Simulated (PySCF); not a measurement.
Calcium: a sound run and one with changed settings

Sound run: Ca²⁺ [Ar], Ca³⁺ [Ne] 3s2 3p5. Computed with PySCF 2.14 in pcseg-2 (6s4p3d, 33 functions), with no relativity, point nucleus. In the sound run the correlated levels freeze [Ne] 3s2. The sound run starts from symmetry-adapted Hartree-Fock orbitals and uses a fine grid where one is needed.

Changed run: all electrons correlated in a basis built for the valence shell.

```csv
species,method,sound run (hartree),changed run (hartree),converged
Ca²⁺,MP2,-676.27019,-676.30852,yes
Ca²⁺,CCSD(T),-676.28745,-676.32536,yes
Ca³⁺,MP2,-674.40057,-674.45192,yes
Ca³⁺,CCSD(T),-674.41813,-674.47491,yes
```

Ionisation energy of Ca²⁺:

| method | sound run (eV) | changed run (eV) |
| --- | --- | --- |
| UHF | 49.696 | 49.696 |
| MP2 | 50.875 | 50.521 |
| SCS-MP2 | 50.808 | 50.408 |
| CCSD | 50.852 | 50.338 |
| CCSD(T) | 50.867 | 50.353 |

A valence basis has no tight correlating functions, so it recovers only part of the core correlation, and not evenly between atom and ion.

For comparison, NIST gives 50.913 eV between the lowest levels.
